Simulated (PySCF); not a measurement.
Br₂FGeH. Atoms are numbered in the order given.

```xyz
5

Ge     0.3540    -0.6556     0.0000
F     -0.7363    -2.0066     0.0000
Br    -0.0926     0.5749    -1.8881
Br    -0.0926     0.5749     1.8881
H      1.7845    -1.2006     0.0000
```
Charge 0, spin multiplicity 1.

Geometry optimised at B3LYP-D3(BJ)/def2-SVP. The structure was generated by enumeration, and PubChem lists no compound with its InChIKey, so it may never have been made.

The numbers are results of TDA-M06-2X/def2-SVPD (PySCF 2.14.0), not measurements.

Vertical excitations. Isolated molecule, no solvent. State labels are in the subgroup Cs.

```
state  symmetry  energy (eV)  λ (nm)      f                                                                   main pairs
-----  --------  -----------  ------  -----  ---------------------------------------------------------------------------
S1           A"         6.09     204  0.035                                                               HOMO→LUMO 87 %
S2           A"         6.20     200  0.004                                                             HOMO−1→LUMO 88 %
S3           A'         6.33     196  0.030                                                             HOMO−2→LUMO 91 %
S4           A'         6.52     190  0.012                                                             HOMO−3→LUMO 88 %
S5           A"         7.65     162  0.001                                                             HOMO→LUMO+2 71 %
S6           A'         7.71     161  0.001                                         HOMO→LUMO+1 47 %, HOMO−2→LUMO+2 27 %
S7           A"         7.82     159  0.006                      HOMO−1→LUMO+2 43 %, HOMO−2→LUMO+1 30 %, HOMO→LUMO+2 7 %
S8           A'         7.86     158  0.010  HOMO−2→LUMO+2 36 %, HOMO→LUMO+1 29 %, HOMO−1→LUMO+1 12 %, HOMO−2→LUMO+3 8 %
S9           A'         8.01     155  0.016                                       HOMO−1→LUMO+1 62 %, HOMO−2→LUMO+3 10 %
S10          A"         8.09     153  0.019  HOMO−2→LUMO+1 35 %, HOMO−4→LUMO 35 %, HOMO−1→LUMO+2 10 %, HOMO−1→LUMO+3 9 %
T1           A"         5.60     221      0                                                               HOMO→LUMO 92 %
T2           A"         5.81     214      0                                                             HOMO−1→LUMO 90 %
T3           A'         5.82     213      0                                                             HOMO−2→LUMO 89 %
T4           A'         6.06     204      0                                                             HOMO−3→LUMO 85 %
```
Triplets are in the Tamm–Dancoff approximation.
